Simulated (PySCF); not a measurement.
```xyz
5

F     -0.0841    -1.1017    -1.2388
Si    -0.0027    -0.1093     0.0045
F      0.0318    -1.0000     1.3245
Br    -1.7932     1.1541     0.0353
Br     1.8482     1.0569    -0.1255
```

Charge 0, multiplicity 1.

Q: Give the Mulliken and meta-Löwdin atomic charges from PBE-D3(BJ)/def2-TZVP run with PySCF.

A: 
```
atom  Mulliken (e)  meta-Löwdin (e)
----  ------------  ---------------
F1           -0.23            -0.45
Si2           0.69             1.29
F3           -0.23            -0.45
Br4          -0.12            -0.19
Br5          -0.12            -0.19
```
